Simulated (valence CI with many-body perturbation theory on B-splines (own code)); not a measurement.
Results of a calculation; reference values are marked as such.
**Hyperfine factors and g values of Sm XXII**

Method: relativistic CI+MBPT: five valence electrons over a frozen Dirac-Fock core [Kr], radial functions for each j: 7 s, 7 p, 8 d, 6 f, 4 g, 1 h, with the one-electron correlation potential Σ1, the two-electron term Σ2, the three-electron term Σ3, Breit, model QED; selected CI, second order for the rest, scaled by the run's own slope (own B-spline code, finite nucleus).

No measured spectrum was set against this ion. As an estimate, terms of the open shell hold to 2 to 4 % of their energy, and close levels can change places. Among the levels kept, up to 450 cm⁻¹ of a level comes from second order outside the variational space, and about a tenth of that is noise between levels of different J, which matters for small intervals. The list stops below the first excitations out of the core.

A/g_I is the dipole constant over the nuclear g factor μ/I (μ in nuclear magnetons, uniformly magnetised nucleus), B/Q the quadrupole constant per barn. Both hold the static response of the core; the bare values leave it out. Large factors of s and p1/2 electrons are usually good to 5 to 10 %; those of open d and f shells near neutrality can be off by tens of per cent, and small factors of p3/2, d and f electrons come from cancelling terms and can be off by a factor of two or in sign, in half-filled shells by more. B is blank for J = 1/2, where it vanishes, and for nearly pure S terms. Energies count from the lowest level.

Levels are named by their leading jj configuration (3d3/2^4 stands for four electrons in 3d with j = 3/2), which in mixed levels can hold well under half, so a name can repeat and another be missing. Letters in brackets count levels of one name in rising energy.

| Level | E (cm⁻¹) | g | A/g_I (MHz) | A/g_I bare | B/Q (MHz/b) | B/Q bare |
| --- | --- | --- | --- | --- | --- | --- |
| (4d3/2^4 4d5/2) J=5/2 [a] | 0.0 | 1.752 | 491 | 1530 | 2300 | 2160 |
| (4d3/2^4 4d5/2) J=5/2 [b] | 37776 | 1.134 | 3470 | 3560 | 5960 | 5670 |
| (4d3/2^3 4d5/2^2) J=7/2 [a] | 60919 | 1.134 | 4560 | 4650 | 7310 | 6970 |
| (4d3/2^3 4d5/2^2) J=3/2 [a] | 63363 | 1.286 | 4850 | 5170 | 6150 | 5870 |
| (4d3/2^3 4d5/2^2) J=11/2 | 65535 | 1.168 | 5400 | 5530 | -104 | -128 |
| (4d3/2^3 4d5/2^2) J=9/2 | 71168 | 1.160 | 4900 | 5030 | 6470 | 6170 |
| (4d3/2^3 4d5/2^2) J=5/2 | 71958 | 1.111 | 4670 | 4720 | 1970 | 1890 |
| (4d3/2^3 4d5/2^2) J=1/2 | 77220 | 1.778 | -2440 | -1360 |  |  |
| (4d3/2^3 4d5/2^2) J=7/2 [b] | 88559 | 1.166 | 5190 | 5320 | -3710 | -3530 |
| (4d3/2^2 4d5/2^3) J=5/2 [a] | 94474 | 1.223 | 3520 | 3740 | -132 | -128 |
| (4d3/2^2 4d5/2^3) J=7/2 [a] | 103110 | 1.188 | 4430 | 4600 | -4200 | -4010 |
| (4d3/2^2 4d5/2^3) J=11/2 | 105740 | 1.046 | 5810 | 5760 | 430 | 416 |
| (4d3/2^3 4d5/2^2) J=3/2 [b] | 108100 | 0.846 | 9710 | 9340 | -5950 | -5680 |
| (4d3/2^2 4d5/2^3) J=1/2 [a] | 110940 | 0.740 | 12200 | 11700 |  |  |
| (4d3/2^2 4d5/2^3) J=9/2 [a] | 111400 | 1.149 | 4810 | 4910 | -1250 | -1200 |
| (4d3/2^2 4d5/2^3) J=3/2 [a] | 116660 | 1.163 | 4780 | 4910 | 878 | 834 |
| (4d3/2^2 4d5/2^3) J=13/2 | 117210 | 1.075 | 6010 | 6000 | -5.71 | 2.54 |
| (4d3/2^2 4d5/2^3) J=5/2 [b] | 121800 | 1.012 | 6330 | 6220 | -1630 | -1540 |
| (4d3/2^2 4d5/2^3) J=9/2 [b] | 134770 | 1.109 | 5420 | 5460 | 754 | 721 |
| (4d3/2^2 4d5/2^3) J=7/2 [b] | 138150 | 0.992 | 7340 | 7200 | -502 | -477 |
| (4d3/2^2 4d5/2^3) J=5/2 [c] | 140280 | 1.038 | 6240 | 6180 | 1670 | 1580 |
| (4d3/2^2 4d5/2^3) J=3/2 [b] | 147980 | 0.784 | 9520 | 9060 | 541 | 533 |
| (4d3/2 4d5/2^4) J=5/2 [a] | 153060 | 1.198 | 2860 | 3050 | -4290 | -4080 |
| (4d3/2^2 4d5/2^3) J=7/2 [c] | 153910 | 1.069 | 6500 | 6480 | 2140 | 2050 |
| (4d3/2^2 4d5/2^3) J=1/2 [b] | 155030 | 1.893 | -2940 | -1680 |  |  |
| (4d3/2^2 4d5/2^3) J=9/2 [c] | 167370 | 1.099 | 5490 | 5520 | 4750 | 4550 |
| (4d3/2 4d5/2^4) J=7/2 [a] | 169170 | 1.195 | 4120 | 4290 | -10600 | -10100 |
| (4d3/2 4d5/2^4) J=11/2 | 175190 | 1.067 | 5880 | 5860 | -317 | -263 |
| (4d3/2 4d5/2^4) J=3/2 [a] | 180770 | 0.866 | 6690 | 6360 | -6460 | -6170 |
| (4d3/2 4d5/2^4) J=5/2 [b] | 192250 | 1.122 | 5140 | 5200 | 5450 | 5210 |
| (4d3/2 4d5/2^4) J=9/2 | 196140 | 1.110 | 5220 | 5260 | -10700 | -10200 |
| (4d3/2^2 4d5/2^3) J=5/2 [d] | 202480 | 1.102 | 4650 | 4690 | -2700 | -2550 |
| (4d3/2^2 4d5/2^3) J=3/2 [c] | 207850 | 1.224 | 4710 | 4930 | -4800 | -4590 |
| (4d3/2 4d5/2^4) J=7/2 [b] | 208090 | 0.957 | 6980 | 6790 | 9510 | 9090 |
| (4d3/2 4d5/2^4) J=1/2 | 232450 | 0.917 | 56.6 | -174 |  |  |
| (4d5/2^5) J=5/2 | 254990 | 1.178 | 4050 | 4200 | -8590 | -8200 |
| (4d3/2 4d5/2^4) J=3/2 [b] | 261020 | 0.882 | 9680 | 9370 | 9650 | 9210 |

Take the isotope of mass number 147, with I = 7/2, μ = -0.809 μN and Q = -0.26 b. What is the hyperfine structure of (4d3/2^3 4d5/2^2) J=7/2 [a]?

From the table A = -1050 MHz, B = -1900 MHz. Shifts from the centre of gravity in MHz: F = 0: 15500, F = 1: 14700, F = 2: 12900, F = 3: 10200, F = 4: 6380, F = 5: 1320, F = 6: -5170, F = 7: -13300.
